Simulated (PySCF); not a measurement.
Cost against size for one kind of job: delta-SCF UKS SCAN, pcX-2 on the ionised atom, pcseg-1 elsewhere, spin-free X2C in PySCF 2.14.0. Hardware: Arm Neoverse V1, one thread, no GPU, on a shared host. Times come from a shared host and carry two figures at best.

| species (SMILES) | atoms | electrons | basis functions | SCF cycles | core holes | wall time |
| --- | --- | --- | --- | --- | --- | --- |
| N#C[SiH3] | 6 | 30 | 103 | 58 | 4 | 8.8 s |
| C=C([SiH2]F)SC | 13 | 64 | 169 | 135 | 8 | 59 s |
| [CH3][GaH-]1[Cl+][GaH2-][Cl+]1 | 11 | 108 | 176 | 42 | 3 | 20 s |
| C[SiH2]S[C@]12C[C@H]1C2 | 17 | 70 | 198 | 124 | 8 | 80 s |
| [SiH3]SC12CC(C1)C2 | 17 | 70 | 198 | 107 | 7 | 80 s |
| C/C=C/C=C/S[SiH3] | 17 | 70 | 198 | 176 | 9 | ? |
| C/C=C\C=C/S[SiH3] | 17 | 70 | 198 | 170 | 9 | 97 s |

Q: Estimate the withheld figures.

A: `C/C=C/C=C/S[SiH3]`: 2.0 min.

Q: With all rows, how does the wall time grow with the number of basis functions N?

A: A straight line through log(time) against log(N) has slope 3.5 between N = 103 and 198, and the rows scatter about it by a factor of about 1.6 (standard error of the fit). This is a fit to these rows, whose iteration counts differ, not the method's formal scaling.

Q: Which species took longest, and how many times the shortest run?

A: `C/C=C/C=C/S[SiH3]`, at 2.0 min: about 14 times the shortest (8.8 s).
